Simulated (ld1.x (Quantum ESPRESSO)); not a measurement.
Re (Z = 75): PAW pseudisation with LDA (PZ), fully relativistic reference atom.

```json
{
  "Element": "Re (Z = 75)",
  "Generator": "ld1.x (Quantum ESPRESSO) 7.5",
  "Type": "PAW",
  "Functional": "LDA (PZ)",
  "Relativity": "fully relativistic",
  "Frozen core": "[Kr] 4d10 4f14",
  "Valence charge": "15",
  "Reference configuration": "5s2 5p6 5d5 6s1.5 6p0 (charge +0.5)",
  "Partial waves": "5s (bound): rcut 1.35, rcutus 1.55 bohr; 6s (bound): rcut 1.35, rcutus 1.55 bohr; 5p (bound): rcut 1.95, rcutus 2.50 bohr; 6p (bound, empty): rcut 1.95, rcutus 2.50 bohr; 5d (bound): rcut 1.55, rcutus 1.75 bohr; 5d channel at 3 Ry: rcut 1.55, rcutus 1.75 bohr",
  "Local potential": "all-electron potential smoothed inside 1.20 bohr (lloc = -1)",
  "Core correction": "Bessel-smoothed model core inside 0.90 bohr",
  "Augmentation charge": "BESSEL, radius 1.40 bohr"
}
```

Open shells are filled in proportion to 2j + 1 (rel_dist='average').

All-electron outer shells of the reference configuration (LDA (PZ), scalar-relativistic, ld1.x):

```csv
shell,level (eV),outermost node (bohr),outermost maximum (bohr)
5s,-89.28,0.52,0.93
5p,-50.99,0.56,1.06
4f,-46.37,–,0.41
6s,-9.49,1.24,2.51
5d,-9.26,0.62,1.43
6p,-4.18,1.48,3.39
```

(1) Tests: 5s2 5p6 5d5 6s2 6p0; 5s2 5p6 5d5 6s1 6p0; 5s2 5p6 5d5 6s0 6p0; 5s2 5p6 5d5 6s0 6p2; 5s2 5p6 5d3 6s0 6p0; 5s2 5p5 5d5 6s2 6p0; 5s2 5p6 5d6 6s1 6p0. Which has the largest error in its energy relative to the reference configuration, and how large is it?

The ghost test of this file was not conclusive.

## Answers

(1) 5s2 5p6 5d5 6s0 6p2, with -2530 meV (all-electron minus pseudo) on +6.04 eV.
